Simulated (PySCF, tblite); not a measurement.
Isomers of C4H9Si (doublet state), one GFN2-xTB conformer each. Single-point energies are computed at B3LYP/pcH-1 (PySCF, gas phase, no added dispersion term), electronic only. GFN2-xTB treats the open shell by occupation alone, and not every SCF solution was tested for stability.

Question: Rank them by B3LYP/pcH-1 energy, lowest first (kJ/mol).
A. `[CH3:1][CH2:2][C@H:3]1[CH2:4][SiH:5]1` (doublet state) with C1–C2–C3–C4 -162°
B. `[CH2:1]=[C:2]([CH3:3])[SiH:4][CH3:5]` (doublet state) with C1–C2–Si4–C5 -17°

Answer: B (0.0), A (87.5).

As drawn, the higher has a three-membered ring, which the lower lacks. GFN2-xTB itself gives, in the same order: 0.0, 49.7. Both levels put the same isomer lowest.

Q: What happens when harmonic zero-point energies from GFN2-xTB frequencies are added?

A: 
| SMILES | ZPE (kJ/mol) | electronic (kJ/mol) | with ZPE (kJ/mol) |
| --- | --- | --- | --- |
| C=C(C)[SiH]C | 296.5 | 0.0 | 0.0 |
| CC[C@H]1C[SiH]1 | 304.2 | 87.5 | 95.2 |

The zero-point energies span 7.7 kJ/mol. The order is unchanged.
